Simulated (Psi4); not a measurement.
C$_{3}$H$_{8}$O$_{2}$, triplet, at the geometry of the source list (a higher spin typed on purpose: for a closed-shell molecule this is an excited state); R2SCAN/cc-pVDZ (Psi4).

Psi4 was given this input:
```
memory 2 GB

molecule {
0 3
  C     1.49740000    0.21070000    0.26420000
  C     0.09340000    0.38200000   -0.30340000
  O    -0.62200000    1.41610000    0.34790000
  C    -0.71930000   -0.91880000   -0.22110000
  O    -2.00020000   -0.74760000   -0.76880000
  H     2.03680000    1.15230000    0.20750000
  H     1.44840000   -0.10470000    1.30570000
  H     2.04010000   -0.54110000   -0.30040000
  H     0.14120000    0.70250000   -1.34960000
  H    -0.59560000    1.25210000    1.29830000
  H    -0.23270000   -1.71600000   -0.78560000
  H    -0.79530000   -1.23070000    0.83530000
  H    -2.29210000    0.14330000   -0.52990000
}

set basis cc-pvdz
set reference uks

energy('r2scan')
print_variables()
```

### Question
What does Psi4 print? Leave out banner, timings and long lists.

### Answer

```
   => Loading Basis Set <=

    Name: CC-PVDZ
    Role: ORBITAL
    Keyword: BASIS

         ---------------------------------------------------------
                                   SCF
               by Justin Turney, Rob Parrish, Andy Simmonett
                          and Daniel G. A. Smith
                              UKS Reference
         ---------------------------------------------------------

  ==> Geometry <==

    Molecular point group: c1
    Full point group: C1

    Geometry (in Angstrom), charge = 0, multiplicity = 3:

       Center              X                  Y                   Z               Mass
    ------------   -----------------  -----------------  -----------------  -----------------
         C            1.888174696424     0.126094919568     0.384764568806    12.000000000000
         C            0.484174696424     0.297394919568    -0.182835431194    12.000000000000
         O           -0.231225303576     1.331494919568     0.468464568806    15.994914619570
         C           -0.328525303576    -1.003405080432    -0.100535431194    12.000000000000
         O           -1.609425303576    -0.832205080432    -0.648235431194    15.994914619570
         H            2.427574696424     1.067694919568     0.328064568806     1.007825032230
         H            1.839174696424    -0.189305080432     1.426264568806     1.007825032230
         H            2.430874696424    -0.625705080432    -0.179835431194     1.007825032230
         H            0.531974696424     0.617894919568    -1.229035431194     1.007825032230
         H           -0.204825303576     1.167494919568     1.418864568806     1.007825032230
         H            0.158074696424    -1.800605080432    -0.665035431194     1.007825032230
         H           -0.404525303576    -1.315305080432     0.955864568806     1.007825032230
         H           -1.901325303576     0.058694919568    -0.409335431194     1.007825032230

  Running in c1 symmetry.

  Rotational constants: A =      0.27962  B =      0.12195  C =      0.09333 [cm^-1]
  Rotational constants: A =   8382.83121  B =   3655.94381  C =   2798.03447 [MHz]
  Nuclear repulsion =  195.316196346513578

  Charge       = 0
  Multiplicity = 3
  Electrons    = 42
  Nalpha       = 22
  Nbeta        = 20

  ==> Algorithm <==

  SCF Algorithm Type is DF.
  DIIS enabled.
  MOM disabled.
  Fractional occupation disabled.
  Guess Type is SAD.
  Energy threshold   = 1.00e-06
  Density threshold  = 1.00e-06
  Integral threshold = 1.00e-12

  ==> Primary Basis <==

  Basis Set: CC-PVDZ
    Blend: CC-PVDZ
    Number of shells: 54
    Number of basis functions: 110
    Number of Cartesian functions: 115
    Spherical Harmonics?: true
    Max angular momentum: 2

  ==> DFT Potential <==

   => LibXC <=

    Version 7.1.2
    S. Lehtola, C. Steigemann, M. J. T. Oliveira, and M. A. L. Marques,  SoftwareX 7, 1–5 (2018) (10.1016/j.softx.2017.11.002)

   => Composite Functional: R2SCAN <=

    r2SCAN Meta-GGA XC Functional  (0.1021/acs.jpclett.0c02405)
    J. W. Furness, A. D. Kaplan, J. Ning, J. P. Perdew, J. Sun  J. Phys. Chem. Lett.  11, 8208–8215, 2020

    Deriv               =              1
    GGA                 =           TRUE
    Meta                =           TRUE

    Exchange Hybrid     =          FALSE
    MP2 Hybrid          =          FALSE

   => Exchange Functionals <=

    1.0000   XC_MGGA_X_R2SCAN

   => Correlation Functionals <=

    1.0000   XC_MGGA_C_R2SCAN

   => LibXC Density Thresholds  <==

    XC_MGGA_C_R2SCAN:  1.00E-15
    XC_MGGA_X_R2SCAN:  1.00E-11

   => Molecular Quadrature <=

    Radial Scheme          =       TREUTLER
    Pruning Scheme         =           NONE
    Nuclear Scheme         =       TREUTLER

    Blocking Scheme        =         OCTREE
    BS radius alpha        =              1
    Pruning alpha          =              1
    Radial Points          =             75
    Spherical Points       =            302
    Total Points           =         276207
    Total Blocks           =           2088
    Max Points             =            256
    Max Functions          =            110
    Weights Tolerance      =       1.00E-15

   => Loading Basis Set <=

    Name: (CC-PVDZ AUX)
    Role: JKFIT
    Keyword: DF_BASIS_SCF

  ==> Integral Setup <==

  SCF_SUBTYPE=INCORE selected. In-core MEM_DF algorithm will be used.
  Using in-core AOs.

  ==> MemDFJK: Density-Fitted J/K Matrices <==

    J tasked:                   Yes
    K tasked:                    No
    wK tasked:                   No
    Algorithm:                 Core
    Schwarz Cutoff:           1E-12
    Mask sparsity (%):       0.5289
    Fitting Condition:        1E-10

   => Auxiliary Basis Set <=

  Basis Set: (CC-PVDZ AUX)
    Blend: CC-PVDZ-JKFIT
    Number of shells: 192
    Number of basis functions: 534
    Number of Cartesian functions: 605
    Spherical Harmonics?: true
    Max angular momentum: 3

  Minimum eigenvalue in the overlap matrix is 3.8240412293E-03.
  Reciprocal condition number of the overlap matrix is 6.4771386459E-04.
    Using symmetric orthogonalization.

  ==> Pre-Iterations <==

  SCF Guess: Superposition of Atomic Densities via on-the-fly atomic UHF (no occupation information).

   -------------------------
    Irrep   Nso     Nmo
   -------------------------
     A        110     110
   -------------------------
    Total     110     110
   -------------------------

  ==> Iterations <==

                           Total Energy        Delta E     RMS |[F,P]|

   @DF-UKS iter SAD:  -268.86625048216598   -2.68866e+02   0.00000e+00
   @DF-UKS iter   1:  -268.69632923879743    1.69921e-01   8.34365e-03 DIIS/ADIIS
   @DF-UKS iter   2:  -267.91141598637830    7.84913e-01   1.36075e-02 DIIS/ADIIS
   @DF-UKS iter   3:  -268.87936019165920   -9.67944e-01   6.45507e-03 DIIS/ADIIS
   @DF-UKS iter   4:  -269.01347577024046   -1.34116e-01   4.86537e-03 DIIS/ADIIS
   @DF-UKS iter   5:  -269.16511283923228   -1.51637e-01   1.50863e-03 DIIS/ADIIS
   @DF-UKS iter   6:  -269.16686519144349   -1.75235e-03   1.46978e-03 DIIS/ADIIS
   @DF-UKS iter   7:  -269.17539290540105   -8.52771e-03   8.29980e-04 DIIS/ADIIS
   @DF-UKS iter   8:  -269.17742884202562   -2.03594e-03   6.19872e-04 DIIS/ADIIS
   @DF-UKS iter   9:  -269.17972540415531   -2.29656e-03   1.85563e-04 DIIS/ADIIS
   @DF-UKS iter  10:  -269.17989789646231   -1.72492e-04   9.58770e-05 DIIS
   @DF-UKS iter  11:  -269.17993725559501   -3.93591e-05   5.00854e-05 DIIS
   @DF-UKS iter  12:  -269.17995553763188   -1.82820e-05   8.76588e-06 DIIS
   @DF-UKS iter  13:  -269.17995637422723   -8.36595e-07   3.79422e-06 DIIS
   @DF-UKS iter  14:  -269.17995644474945   -7.05222e-08   5.14532e-06 DIIS
   @DF-UKS iter  15:  -269.17995662613436   -1.81385e-07   1.35965e-06 DIIS
   @DF-UKS iter  16:  -269.17995663349268   -7.35832e-09   7.71426e-07 DIIS
  Energy and wave function converged.

  ==> Post-Iterations <==

   Electrons on quadrature grid:
      Nalpha   =   21.9999750498 ; deviation = -2.495e-05
      Nbeta    =   19.9999847689 ; deviation = -1.523e-05
      Ntotal   =   41.9999598187 ; deviation = -4.018e-05

   @Spin Contamination Metric:   4.068098765E-03
   @S^2 Expected:                2.000000000E+00
   @S^2 Observed:                2.004068099E+00
   @S   Expected:                1.000000000E+00
   @S   Observed:                1.000000000E+00

    Orbital Energies [Eh]
    ---------------------

    Alpha Occupied:

[...]
      22A     -0.004143

    Alpha Virtual:

[...]
     110A      3.695647

    Beta Occupied:

[...]
    Beta Virtual:

[...]
    Final Occupation by Irrep:
              A
    DOCC [    20 ]
    SOCC [     2 ]
    NA   [    22 ]
    NB   [    20 ]

  @DF-UKS Final Energy:  -269.17995663349268

   => Energetics <=

    Nuclear Repulsion Energy =            195.3161963465135784
    One-Electron Energy =                -751.7485258764271521
    Two-Electron Energy =                 323.4813615608303508
    DFT Exchange-Correlation Energy =     -36.2289886644094850
    Empirical Dispersion Energy =           0.0000000000000000
    VV10 Nonlocal Energy =                  0.0000000000000000
    Total Energy =                       -269.1799566334926794

  UHF NO Occupations:
  HONO-2 :   20  A 1.9990955
  HONO-1 :   21  A 1.0000000
  HONO-0 :   22  A 1.0000000
  LUNO+0 :   23  A 0.0009045
  LUNO+1 :   24  A 0.0002818
  LUNO+2 :   25  A 0.0002406
  LUNO+3 :   26  A 0.0001918

Computation Completed

Properties will be evaluated at   0.000000,   0.000000,   0.000000 [a0]

Properties computed using the SCF density matrix

 Multipole Moments:

 ------------------------------------------------------------------------------------
     Multipole            Electronic (a.u.)      Nuclear  (a.u.)        Total (a.u.)
 ------------------------------------------------------------------------------------

 L = 1.  Multiply by 2.5417464519 to convert [e a0] to [Debye]
 Dipole X            :         -3.8604175            4.5631921            0.7027746
 Dipole Y            :          0.4557633           -0.9530142           -0.4972509
 Dipole Z            :         -2.2708488            1.5420390           -0.7288098
 Magnitude           :                                                    1.1279691

 ------------------------------------------------------------------------------------

  Variable Map:
  ----------------------------------------------------------------------------
[...]
  Array Variable Map:
  ----------------------------------------------------------------------------
[...]
[...]
```
